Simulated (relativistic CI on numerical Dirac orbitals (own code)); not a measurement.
## How well does a small relativistic CI reproduce Eu2+?

Calculated at this level of theory: Dirac-Coulomb-Breit CI, KLI orbitals optimised for each configuration, a model potential for QED, valence Slater integrals scaled by 0.85, P86 correlation energy added to each configuration (own radial code, finite nucleus).

Configurations in the expansion (outside the closed core [Xe]): 4f7, 4f6 6s, 4f5 6s2, 4f6 7s. The list is cut by size and lacks configurations that can hold low levels.

| Configuration | Term (tabulated) | J | Measured (cm⁻¹) | Computed | Error | Purity (%) |
| --- | --- | --- | --- | --- | --- | --- |
| 4f7 | 8S° | 7/2 | 0.0 | 0 | 0 | 98 |
| 4f7 | 6P° | 7/2 | 28200.1 | 28112 | -88 | 79 |
| 4f7 | 6I° | 17/2 | 32073.3 | 30969 | -1104 | 96 |
| 4f7 | 6I° | 11/2 | 32179.5 | 31111 | -1068 | 97 |
| 4f7 | 6I° | 15/2 | 32307.8 | 31221 | -1087 | 98 |
| 4f6 6s | 8F | 1/2 | 46096.4 | 34554 | -11542 | 93 |
| 4f6 6s | 8F | 3/2 | 46519.3 | 34991 | -11528 | 93 |
| 4f6 6s | 8F | 5/2 | 47173.3 | 35657 | -11517 | 95 |
| 4f6 6s | 8F | 7/2 | 47993.8 | 36483 | -11510 | 96 |
| 4f6 6s | 6F | 1/2 | 48259.6 | 37124 | -11135 | 93 |
| 4f6 6s | 6F | 3/2 | 48828.9 | 37761 | -11068 | 94 |
| 4f6 6s | 8F | 9/2 | 48925.2 | 37414 | -11511 | 97 |
| 4f6 6s | 6F | 5/2 | 49610.8 | 38643 | -10968 | 95 |
| 4f6 6s | 8F | 11/2 | 49926.0 | 38406 | -11520 | 97 |
| 4f6 6s | 6F | 7/2 | 50805.6 | 39665 | -11141 | 96 |
| 4f6 6s | 8F | 13/2 | 50965.3 | 39428 | -11537 | 96 |
| 4f6 6s | 6F | 9/2 | 51848.2 | 40760 | -11088 | 96 |
| 4f6 6s | 6F | 11/2 | 52960.1 | 41885 | -11075 | 95 |

Measured levels from Martin, Zalubas and Hagan, Atomic Energy Levels: The Rare-Earth Elements, NSRDS-NBS 60 (1978); pairs were made by configuration, J and term (by order where the table uses no LS term), so strongly mixed levels may be paired wrongly. Some J values or terms of the table were assigned by a fit.

Mean error by configuration (cm⁻¹): 4f7 -837; 4f6 6s -11319. Over the excited levels the mean absolute error is 8852 cm⁻¹ (17 of the 51 excited levels that our extract of the source holds in range could be paired, and the others can miss by more), and the median relative error of those above 1,000 cm⁻¹ is 23 %. Some levels of the ground configuration have no partner.
